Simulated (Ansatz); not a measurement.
`CB[BH][GaH2]` + H₂ → `[BH2][GaH2]` + `BC` at 400 K and 1 bar (hydrogenolysis of a B–B bond).

Calculated with Ansatz (gas phase, PBE0-D4/def2-TZVP geometries, no zero-point term in ΔE). CCSD(T)/CBS is the MP2 limit (def2-TZVPP, def2-QZVPP) plus CCSD(T) − MP2 in def2-TZVPP, frozen cores. This one scheme is used for every species. For Ga outer-core shells are correlated without core-valence functions, which leaves a few kJ/mol of doubt a bond. Scalar relativity is left out up to krypton. Each species was taken in one conformer, which may not be the lowest.

| species | CCSD(T)/CBS energy (Eh) | H − E (kJ/mol) | S (J/(mol·K)) |
| --- | --- | --- | --- |
| `CB[BH][GaH2]` | -2015.73096 | 227.2 | 398.6 |
| H₂ | -1.17544 | 38.0 | 139.0 |
| `[BH2][GaH2]` | -1951.07352 | 105.9 | 290.8 |
| `BC` | -65.83255 | 164.9 | 265.6 |

H − E and S are ideal-gas, rigid-rotor, harmonic terms from PBE0-D4/def2-TZVP, for one conformer and one mirror image of each species. For small species the MP2-based limit differs from directly extrapolated CCSD(T) by up to some mEh (0.8 for H₂); such offsets cancel only in part. 1 Eh = 2625.50 kJ/mol, R = 8.31446 J/(mol·K).

By hand: ΔE, ΔH, ΔS and ΔG.

ΔE = (-1951.07352) + (-65.83255) − (-2015.73096) − (-1.17544) = 0.00033 Eh = 0.9 kJ/mol. Δ(H − E) = 105.9 + 164.9 − 227.2 − 38.0 = 5.6, so ΔH = 6.5 kJ/mol. ΔS = 290.8 + 265.6 − 398.6 − 139.0 = 18.8 J/(mol·K). ΔG = 6.5 − 400 × (18.8)/1000 = -1.0 kJ/mol.

By hand: the equilibrium constant, and the temperature at which ΔG would vanish if ΔH and ΔS stayed fixed.

log₁₀ K = −ΔG/(RT ln 10) = 0.1. ΔG = 0 at ΔH/ΔS = 346 K, though so small a ΔH makes that figure unsure.

TΔS isn't small against ΔH here. The sign of ΔG lies within the doubt. A doubt of 5 kJ/mol in ΔE shifts log₁₀ K by 0.7 here. Other conformers and mirror images would add mixing entropy, several J/(mol·K) or more a flexible species. These are equilibria of isolated gas molecules and say nothing of rates. Largest T1 diagnostic: 0.014 (customary marks: 0.02 for closed shells, 0.045 for open ones).
